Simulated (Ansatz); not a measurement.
Ansatz (a quantum-chemistry and plane-wave program) input:

Ansatz 0.2 input:
```yaml
crystal:
  periodic: [false, false, false]
  atoms:
    - {symbol: Nb, position_ang: [0.00000000, -0.00000000, 0.00000000]}
    - {symbol: Cl, position_ang: [1.72521804, -0.56076287, -1.38573789]}
    - {symbol: Cl, position_ang: [0.50704009, 0.54045896, 2.15914711]}
    - {symbol: Cl, position_ang: [-0.92064584, 1.88425441, -0.90171967]}
    - {symbol: Cl, position_ang: [-1.31161229, -1.86395049, 0.12831045]}
basis:
  gaussian:
    orbitals: def2-TZVPD
hamiltonian:
  xc: {name: CAM-B3LYP}
magnetization: {spin_polarized: true, initial_magnetization: 1}
output: {forces: true}
```

**Question.** What final total energy does it print?

**Answer.** -1898.09194 Eh (CAM-B3LYP/def2-TZVPD). The basis has 224 functions.

The spin state was set by rule; other spins were not relaxed.
